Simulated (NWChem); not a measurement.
Molecule: HS$_{2}$, doublet; SMILES S[S]

```xyz
3

S      0.0299    -1.0521     0.0000
S      0.0674     0.9436     0.0000
H     -1.2756     1.2740     0.0000
```
Atoms are numbered in this order, from 1.

Program: NWChem. Geometry optimised at PBE-D3(BJ)/def2-SVP; all other runs use it. Pople sets run with spherical d functions. Spin-unrestricted. In the optimisation the excess spin sits in a" (Cs, its own frame). Vzz has the sign of the potential's second derivative. Excited states of an open shell can be spin-contaminated.

```tsv
quantity	level	value
Vzz S2 (a.u.)	PBE/cc-pVTZ	1.535
A(iso) 1H atom 3 (MHz)	B3LYP/pcJ-1	-18.9
vertical, lowest state with f > 0.02 (eV)	CAM-B3LYP/6-31G*, TDA	___
lowest empty minus highest occupied level, either spin (eV)	MN15/def2-TZVP	4.29
cavity-dispersion-structure term (kcal/mol) in benzene	M05-2X/6-31G*, SMD	-3.0
dipole (D)	PBE-D3(BJ)/def2-SVP	___
highest harmonic frequency (cm⁻¹)	PBE-D3(BJ)/def2-SVP	___
```

Problem. Complete the blanks.

Solution. 
- vertical, lowest state with f > 0.02 (eV), value: 3.97
- dipole (D), value: 1.68
- highest harmonic frequency (cm⁻¹), value: 2425
